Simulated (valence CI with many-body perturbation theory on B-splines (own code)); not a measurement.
**Ce: electric-dipole lines**

Method: relativistic CI+MBPT: four valence electrons over a frozen Dirac-Fock core [Xe], a basis of 7 s, 7 p, 7 d, 7 f, 4 g, 2 h functions for each j, with the one-electron correlation potential Σ1, the two-electron term Σ2, the three-electron term Σ3, Breit, model QED; selected CI, second order for the rest (own B-spline code, finite nucleus).

Set against measurement, 70 paired levels are off by 208 cm⁻¹ on average, the worst by 603. These come from a selection out of the NIST Handbook of Basic Atomic Spectroscopic Data. Levels without a partner in it may be off by more, other configurations by several thousand cm⁻¹. Among the levels kept, up to 710 cm⁻¹ of a level comes from second order outside the variational space, and about a tenth of that is noise between levels of different J, which matters for small intervals.

Lines 51 to 100 of 517 in falling wavelength, among levels below 15243 cm⁻¹, chosen from the strongest by gf and those to the six lowest levels. Wavelengths and rates use the calculated energies, so an error of 200 cm⁻¹ moves a line at 1695 nm by 3.4 % and its rate by three times that or more. Electric multipoles are in the length gauge, E1 and E2 with the static RPA response of the core. Weak lines are less certain than strong ones. Lines between different terms over intervals too small for the method are left out, as are lines whose strength nearly cancels and 9 of this kind that miss the measured wavelength by over 7 %. Where a level lies close to another of its J and parity, the split of strength between their lines is uncertain. The highest levels of a list are the least certain. Branching is blank where the lifetime is uncertain.

Names give the largest LS component (configuration and term), which can be under half, so a name can repeat, a term be missing and a line seem to break the LS rules; names also repeat where a configuration has a term twice. Letters in brackets count levels of one name in rising energy.

```tsv
λ vac (nm)	Upper	Lower	A (s⁻¹)	log gf	Branch %
1695	4f²5d6s ⁵H_3	4f5d²6s ⁵G°_2	1.45e+04	-2.36	0.7
1692	4f5d6s6p ³H_5	4f5d²6s ³H°_5 [a]	1.60e+04	-2.12	0.5
1690	4f5d6s6p ³D_2	4f5d²6s ⁵P°_2	2.86e+04	-2.21	0.9
1682	4f5d6s6p ³F_3 [a]	4f5d²6s ⁵G°_3 [b]	1.54e+04	-2.34	0.5
1679	4f5d6s6p ³D_2	4f5d²6s ⁵G°_3 [b]	2.33e+04	-2.31	0.7
1666	4f5d6s6p ³F_4 [b]	4f5d²6s ³H°_5 [b]	1.39e+04	-2.28	0.4
1665	4f5d6s6p ³F_4 [a]	4f5d²6s ⁵G°_3 [b]	1.82e+04	-2.17	0.4
1664	4f5d6s6p ³H_5	4f5d²6s ⁵G°_4 [a]	1.35e+04	-2.21	0.4
1639	4f5d6s6p ³F_3 [b]	4f5d²6s ³D°_3 [a]	1.90e+04	-2.27	0.4
1634	4f²5d6s ³G_3	4f5d6s² ¹F°_3 [b]	3.00e+04	-2.08	1.8
1626	4f5d6s6p ⁵F_1	4f5d²6s ⁵G°_2	5.00e+04	-2.23	1.5
1625	4f²5d6s ³K_6	4f5d²6s ³I°_5 [c]	2.19e+04	-1.95	8.8
1620	4f5d6s6p ³F_3 [a]	4f5d²6s ⁵G°_2	1.97e+04	-2.27	0.7
1614	4f²5d6s ³H_4	4f5d²6s ³H°_4 [b]	1.52e+04	-2.27	1.2
1606	4f5d6s6p ⁵I_5 [b]	4f5d²6s ³I°_6 [b]	1.39e+04	-2.23	0.4
1595	4f5d6s6p ³F_2	4f5d6s² ¹F°_3 [b]	1.74e+04	-2.48	0.6
1591	4f5d6s6p ⁵I_5 [a]	4f5d²6s ³H°_5 [b]	9.28e+03	-2.41	0.2
1589	4f²5d6s ⁵H_4	4f5d²6s ⁵G°_3 [b]	5.07e+04	-1.76	2.0
1588	4f5d6s6p ³F_4 [b]	4f5d²6s ⁵P°_3	4.10e+04	-1.86	1.2
1581	4f5d6s6p ⁵F_1	4f5d²6s ³D°_1 [a]	6.72e+04	-2.12	2.0
1577	4f5d6s6p ⁵I_5 [a]	4f5d²6s ⁵G°_4 [b]	3.14e+04	-1.89	0.8
1573	4f5d6s6p ³H_5	4f5d²6s ³H°_4 [b]	8.50e+03	-2.46	0.3
1568	4f²5d6s ³I_5 [a]	4f5d²6s ³H°_5 [a]	2.39e+04	-2.01	3.8
1547	4f5d6s6p ³F_2	4f5d²6s ³D°_1 [b]	5.62e+04	-2.00	1.9
1544	4f5d6s6p ³G_3	4f5d²6s ³H°_4 [c]	3.31e+04	-2.08	0.9
1543	4f5d6s6p ⁵H_4	4f5d²6s ⁵P°_3	4.41e+04	-1.85	1.1
1525	4f5d6s6p ⁵I_5 [b]	4f5d²6s ⁵G°_4 [b]	7.24e+04	-1.56	2.3
1517	4f5d6s6p ⁵G_2	4f5d²6s ⁵F°_2 [a]	2.00e+04	-2.46	1.3
1516	4f²5d6s ⁵G_3	4f5d²6s ⁵G°_3 [a]	1.88e+04	-2.34	1.5
1511	4f²5d6s ⁵G_4	4f5d²6s ³F°_3 [a]	1.82e+04	-2.25	1.9
1509	4f5d6s6p ³F_3 [b]	4f5d²6s ³D°_2 [a]	3.82e+04	-2.04	0.9
1507	4f5d6s6p ³H_6	4f5d²6s ³I°_7 [a]	1.30e+05	-1.24	6.4
1504	4f²5d6s ⁵G_4	4f5d²6s ⁵F°_4 [a]	1.21e+04	-2.43	1.2
1501	4f5d6s6p ⁵H_4	4f5d²6s ⁵G°_3 [b]	7.49e+04	-1.64	1.9
1499	4f5d6s6p ⁵D_1	4f5d²6s ⁵P°_1	6.47e+04	-2.18	1.6
1496	4f5d6s6p ³G_3	4f5d²6s ⁵G°_2	3.93e+04	-2.03	1.1
1494	4f5d6s6p ⁵I_5 [a]	4f5d²6s ³I°_5 [c]	1.11e+04	-2.39	0.3
1473	4f5d6s6p ⁵I_5 [a]	4f5d²6s ³H°_4 [c]	1.07e+04	-2.42	0.3
1472	4f²5d6s ³K_6	4f5d²6s ³I°_5 [b]	2.86e+04	-1.92	11.5
1464	4f²5d6s ³G_3	4f5d²6s ³H°_4 [c]	5.11e+04	-1.94	3.0
1464	4f²5d6s ⁵G_5	4f5d²6s ⁵G°_5 [a]	1.04e+04	-2.43	
1458	4f²5d6s ⁵H_4	4f5d²6s ³I°_5 [b]	1.25e+04	-2.45	0.5
1458	4f5d6s6p ³F_3 [b]	4f5d²6s ⁵P°_3	1.96e+04	-2.36	0.5
1458	4f5d6s6p ³F_4 [a]	4f5d²6s ³H°_5 [a]	3.17e+04	-2.04	0.7
1451	4f5d6s6p ⁵G_2	4f5d²6s ⁵F°_1 [a]	7.05e+04	-1.95	4.7
1447	4f5d6s6p ⁵I_5 [b]	4f5d²6s ³I°_5 [c]	1.53e+04	-2.28	0.5
1435	4f5d6s6p ⁵I_5 [a]	4f5d²6s ³H°_6 [a]	1.40e+04	-2.32	0.4
1433	4f²5d6s ³I_5 [b]	4f5d²6s ³I°_5 [b]	3.72e+04	-1.90	2.8
1428	4f5d6s6p ⁵I_5 [b]	4f5d²6s ³H°_4 [c]	1.55e+04	-2.28	0.5
1428	4f5d6s6p ³F_3 [b]	4f5d²6s ⁵P°_2	3.65e+04	-2.11	0.9
```
